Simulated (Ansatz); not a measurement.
Input for Ansatz (a quantum-chemistry and plane-wave program): U-CCSD(T)/cc-pVDZ on N (SMILES [N]).

Ansatz 0.2 input:
```yaml
crystal:
  periodic: [false, false, false]
  atoms:
    - {symbol: N, position_ang: [0.00000000, 0.00000000, 0.00000000]}
basis:
  gaussian:
    orbitals: cc-pVDZ
magnetization: {spin_polarized: true, initial_magnetization: 3}
correlation: {method: ccsd_t, electrons: outside_noble_gas}
scf: {omitted_lower_state_checks: [cluster_reference]}
```

Output:

```
WARN ansatz: RAYON_NUM_THREADS=1 ignored (pool sized by the plan → 1); use --threads N
Functional definition: HF
these checks for a lower state are left out or cut short: cluster_reference
integrals: 0.00 GiB planned
71 factors; integrals over basis functions are off by at most 1.1e-4 eV
mean field: 0.04 GiB planned
mean field evaluation 1: about -1479.9708 eV, gradient 4.0e0 eV
mean field evaluation 2: about -1479.9713 eV, gradient 4.0e0 eV
mean field evaluation 4: about -1480.0576 eV, gradient 1.2e-1 eV
mean field evaluation 8: about -1480.0576 eV, gradient 2.2e-5 eV
mean field -1480.05762416 eV, -54.3911144687 hartree, gradient 6.0e-7 eV, S^2 3.754031; 0 other end points of the search recorded, 0 dependent functions left out
1 core orbitals not correlated
reference -1480.05762416 eV, -54.3911144687 hartree; 4, 1 occupied and 9, 12 virtual orbitals, 71 factors
second order -1.92493528 eV of doubles, -0.00000000 eV of singles
coupled cluster: 0.04 GiB planned
cycle   1  -2.26866942 eV  change   -3.4e-1 eV  update   2.8e-2
cycle   2  -2.35730785 eV  change   -8.9e-2 eV  update   8.0e-3
cycle   3  -2.36071076 eV  change   -3.4e-3 eV  update   1.8e-3
cycle   4  -2.36089582 eV  change   -1.9e-4 eV  update   2.8e-4
cycle   5  -2.36080599 eV  change    9.0e-5 eV  update   5.0e-5
cycle   6  -2.36085127 eV  change   -4.5e-5 eV  update   6.2e-6
cycle   7  -2.36084345 eV  change    7.8e-6 eV  update   7.3e-7
cycle   8  -2.36084456 eV  change   -1.1e-6 eV  update   1.0e-7
perturbative correction -0.01707069 eV, -0.0006273361 hartree
Total energy: -1482.43553940 eV, -54.4785012421 hartree
Checks for a lower state left out: cluster_reference
```

The run converged.

Cost: roughly 0.4 core-seconds.
